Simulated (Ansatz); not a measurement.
Mulliken charges of `O[SiH]1C[Te]1` from B3LYP/def2-TZVPP in Ansatz (PBE0-D4/def2-TZVP geometry).

```csv
atom,x (Å),y (Å),z (Å),charge (e)
O1,-1.558,1.041,-0.452,-0.380
Si2,-0.302,0.502,0.444,0.440
C3,1.040,-0.499,-0.297,-0.391
Te4,-0.114,-1.828,1.100,-0.098
H5,-2.047,0.385,-0.954,0.195
H6,0.049,1.581,1.383,-0.050
H7,0.958,-0.856,-1.318,0.140
H8,2.066,-0.384,0.039,0.144
```

Question: By hand: the dipole of these point charges (1 e Å = 4.8032 D).

Answer: Σ q r = (0.094, 0.020, -0.059) e Å, of length 0.113 e Å = 0.54 D.

Question: How does the dipole of the full density compare? (Best estimate.)

Answer: The calculation gave: (0.017, 0.042, -0.249) e Å, 1.22 D; the point charges give 0.44 times that, at 53° from its direction.

Point charges leave out the atoms' own dipoles, such as those of lone pairs, and Mulliken's split depends on the basis, so the two needn't agree.

B3LYP here is the variant with VWN-RPA as its local correlation; programs differ in this.
